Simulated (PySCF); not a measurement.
**A small calculation by hand: chemical shift, span and skew from a shielding tensor**

C2H5FO2Si, SMILES O([Si@@H](F)C)C=O. Atoms are numbered in the order given.

```xyz
11

C     -1.6430    -0.6862     0.6965
Si    -0.5341     0.5591    -0.1052
F     -1.1858     1.0644    -1.5011
O      0.9247    -0.1708    -0.6366
C      1.7916    -0.6833     0.2393
O      1.6231    -0.7067     1.4310
H     -1.1746    -1.0546     1.6219
H     -2.6204    -0.2426     0.9439
H     -1.8100    -1.5409     0.0218
H     -0.2093     1.7554     0.6998
H      2.6896    -1.0867    -0.2744
```
Charge 0, spin multiplicity 1.

The structure is a stationary point at B3LYP-D3(BJ)/def2-SVP. The structure was generated by enumeration; whether it is a known compound was not checked. Other conformers were not sampled.

GIAO shieldings from HF/pcSseg-1 in PySCF, non-relativistic, no solvent. The symmetric part of the tensor of F3 has the principal values 327.6, 393.9, 410.1 ppm. The same nucleus in CFCl3 has σ = 238.5 ppm at this level (PySCF, at its B3LYP-D3(BJ)/def2-TZVP geometry).

### Question
Work out the isotropic shielding, the ¹⁹F shift against CFCl3, the span and the skew.

### Answer

σ(iso) = (σ11 + σ22 + σ33)/3 = 377.2 ppm. δ = σ(ref) − σ(iso) = 238.5 − (377.2) = -138.7 ppm.
Span Ω = σ33 − σ11 = 82.5 ppm. Skew κ = 3(σ(iso) − σ22)/Ω = -0.61. Tumbling in solution averages the tensor to δ; in a static solid the shielding alone would spread this spin-1/2 line over Ω.
